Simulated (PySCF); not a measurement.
# Electron correlation in P (phosphorus, neutral)

[Ne] 3s2 3p3, high-spin 4S determinant. All numbers are calculated (PySCF 2.14, no relativity, point nucleus, in 6-31G*). Frozen: [Ne]; 5 electrons correlated.

MP2 pair energies summed by pair of shells (mhartree):

```tsv
pair	energy	share (%)
3s-3p	-36.26	64.7
3p-3p	-11.54	20.6
3s-3s	-8.21	14.7
```

Total MP2 correlation energy: -56.00 mhartree.

Same-spin part -13.98 and opposite-spin part -42.02 mhartree; SCS-MP2 scales them by 1/3 and 6/5 to -55.09 mhartree.

```csv
level,correlation energy (mhartree)
CCSD,-71.90
(T),-0.98
CCSD(T),-72.88
```

Diagnostics: T1 = 0.0057, D1 = 0.0100, largest double amplitude 0.052.

Cost of the coupled-cluster step: 0.13 s of wall time on 1 thread of Neoverse-N1 (shared host), for 5 correlated electrons.
